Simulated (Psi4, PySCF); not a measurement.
The PySCF input:
```python
from pyscf import gto, scf, dft

mol = gto.Mole()
mol.atom = '''
    C    -0.10780469    0.00054251    0.68004084
    C    -0.02190610    1.23344102   -0.21846953
    C    -0.00646224   -1.23439269   -0.21405251
    H     0.84309050    0.00760359    1.30038358
    H     0.01296381    2.15358899    0.38110298
    H     0.03990771   -2.15188010    0.38880905
    H     0.85762803    1.28590022   -0.92185351
    H    -0.91331302    1.30302432   -0.86049058
    H    -0.89691409   -1.31742471   -0.85580041
    H     0.87367531   -1.27835733   -0.91726391
'''
mol.basis = '6-31g**'
mol.charge = -1
mol.verbose = 4
mol.build()

mf = dft.RKS(mol)
mf.xc = 'camb3lyp'
mf.grids.atom_grid = (99, 590)
mf.grids.prune = None
mf.kernel()
```

Convert this to an input for Psi4.

This is not unique; one that fits is 
```
memory 2 GB

molecule mol {
-1 1
  C    -0.107805    0.000543    0.680041
  C    -0.021906    1.233441   -0.218470
  C    -0.006462   -1.234393   -0.214053
  H     0.843090    0.007604    1.300384
  H     0.012964    2.153589    0.381103
  H     0.039908   -2.151880    0.388809
  H     0.857628    1.285900   -0.921854
  H    -0.913313    1.303024   -0.860491
  H    -0.896914   -1.317425   -0.855800
  H     0.873675   -1.278357   -0.917264
}

set basis 6-31g**
set reference rks
set scf_type pk
set puream true
set d_convergence 1e-8
set dft_radial_points 99
set dft_spherical_points 590

energy('cam-b3lyp')
print_variables()
```

Both were run: PySCF gave -118.353600 Eh and Psi4 -118.353600 Eh, 0.000 mEh apart.
